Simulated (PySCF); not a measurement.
System: C2H3F3O, net charge 0, singlet state. 
Structure (B3LYP-D3(BJ)/def2-TZVP (Ansatz) minimum search):
```
O
C 1 1.3377
F 2 1.3305 1 108.57
F 2 1.3526 3 108.18 1 -122.69
F 2 1.3526 3 108.18 1 122.69
C 1 1.4389 2 116.10 3 180.00
H 6 1.0854 1 105.27 2 -180.00
H 6 1.0896 7 110.04 1 -119.03
H 6 1.0896 7 110.04 8 -121.93
```

Dispersion corrections to the total energy (kcal/mol) from the dftd3 and dftd4 libraries through PySCF: D3(BJ) without and D4 with the three-body term, each with the damping fitted for the functional named.

```tsv
functional	D3(BJ)	D4
B3LYP	(withheld)	-5.09
TPSS	-3.66	-4.34
LC-wPBE	-2.59	(withheld)
B2PLYP	-2.18	-2.22
PBE0	-2.47	-2.64
r2SCAN	-0.80	-0.80
BLYP	-6.17	(withheld)
```

Task: Fill in the missing entries.

Result: 
- B3LYP, D3(BJ): -4.98
- LC-wPBE, D4: -3.50
- BLYP, D4: -7.33
